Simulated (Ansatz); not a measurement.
A nudged elastic band was laid between two geometries of BH5N2 + H2O (11 atoms, charge 0, multiplicity 1).

Level of theory: RKS r2SCAN-D4/def2-SVP in Ansatz 0.2.0.

* movable images: 5
* climbing image: yes
* spring: 5.0 eV/Å²
* optimiser: quadratic models (default)
* start path: through a guess of the saddle point
* force threshold: 0.5 eV/Å
* iteration limit: 60
* end points: relaxed

Image 0:

```xyz
11
Properties=species:S:1:pos:R:3
B 0.096 -0.287 0.125
N 0.072 -0.293 1.553
H -0.764 -0.565 2.056
H 0.912 -0.386 2.115
N 1.289 -0.221 -0.616
H 2.207 -0.118 -0.202
H 1.285 -0.098 -1.619
H -0.964 -0.331 -0.461
O -0.345 2.633 0.971
H -1.163 2.518 0.472
H -0.220 1.747 1.355
```

Image 6:

```xyz
11
Properties=species:S:1:pos:R:3
B -0.065 0.607 -0.620
N -0.249 -0.024 2.336
H -0.124 -0.450 3.257
H 0.536 -0.352 1.769
N 1.243 0.094 -0.715
H 1.451 -0.801 -1.134
H 2.059 0.642 -0.468
H -1.000 -0.060 -1.005
O -0.228 1.873 -0.113
H -1.159 2.097 -0.023
H -0.059 0.972 2.463
```

Problem. Which bonds break or form, and what moves?

Solution. Bonds broken: B1–N2, O9–H11. Bonds formed: B1–O9, N2–H11. BH5N2 + H2O becomes BH4NO + H3N.

Problem. Give the energies along the band, and the barrier.

Solution. The forces met the threshold. The highest image is number 2 of 0 to 6, 0.72 eV above the first end and 0.93 eV above the last; the last end lies 0.22 eV below the first. The threshold of 0.5 eV/Å is loose, so the images may lie well off the minimum-energy path. The order of the stationary point at the top wasn't checked. The orbitals stay closed-shell, which can raise the energy where a bond breaks towards radicals; this wasn't checked here.

| image | path coordinate (Å) | energy (eV) | B1–N2 (Å) | O9–H11 (Å) | B1–O9 (Å) |
| --- | --- | --- | --- | --- | --- |
| 0 | 0.00 | 0.00 | 1.43 | 0.97 | 3.07 |
| 1 | 0.94 | 0.19 | 1.43 | 0.97 | 2.64 |
| 2 | 1.88 | 0.72 | 1.47 | 0.99 | 1.94 |
| 3 | 2.82 | 0.27 | 1.68 | 1.78 | 1.49 |
| 4 | 3.75 | 0.00 | 2.05 | 2.53 | 1.41 |
| 5 | 4.69 | -0.16 | 2.66 | 2.65 | 1.38 |
| 6 | 5.63 | -0.22 | 3.03 | 2.73 | 1.37 |

Problem. What is the geometry of the highest image?

Solution. 
```xyz
11
Properties=species:S:1:pos:R:3
B 0.075 0.129 0.255
N 0.058 -0.143 1.697
H -0.688 -0.694 2.106
H 0.954 -0.314 2.148
N 1.404 0.128 -0.374
H 1.726 -0.830 -0.517
H 1.423 0.580 -1.287
H -0.977 -0.119 -0.329
O -0.209 2.039 0.447
H -1.147 2.147 0.228
H -0.215 1.678 1.374
```

Time of the run: 120 s on 2 threads of Arm Neoverse V1, on a shared host, peak memory 0.14 GiB.
